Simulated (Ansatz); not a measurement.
Basis-set extrapolation for C₂H₈N₂Si (`CNC(=N)[SiH3]`) (PBE0-D4/def2-TZVP geometry, frozen core, the Gaussian-basis code of Ansatz). Multiplicity 1, RHF reference.

```json
{"": "HF", "def2-TZVPP": "-478.288365", "def2-QZVPP": "-478.306677"}
{"": "MP2 correlation", "def2-TZVPP": "-0.877671", "def2-QZVPP": "-0.937529"}
{"": "CCSD(T) correlation", "def2-TZVPP": "-0.962567", "def2-QZVPP": "not run"}
```

Energies in hartree. Use E(X) = E(∞) + A·exp(−7.88·√X) for Hartree–Fock and E(X) = E(∞) + B·X^(−2.97) for correlation, with X = 3 and 4, and add CCSD(T) minus MP2 of the smaller set to the MP2 limit.

Problem. What is the CCSD(T) energy at the basis-set limit?

Solution. HF limit: -478.306677 + (-0.018312) × 0.13774 = -478.30920. MP2 limit: -0.937529 + (-0.059858) × 0.74074 = -0.98187. Higher-order term: -0.962567 − (-0.877671) = -0.08490. Total: -479.37597 hartree, 78.5 kcal/mol below CCSD(T)/def2-TZVPP.
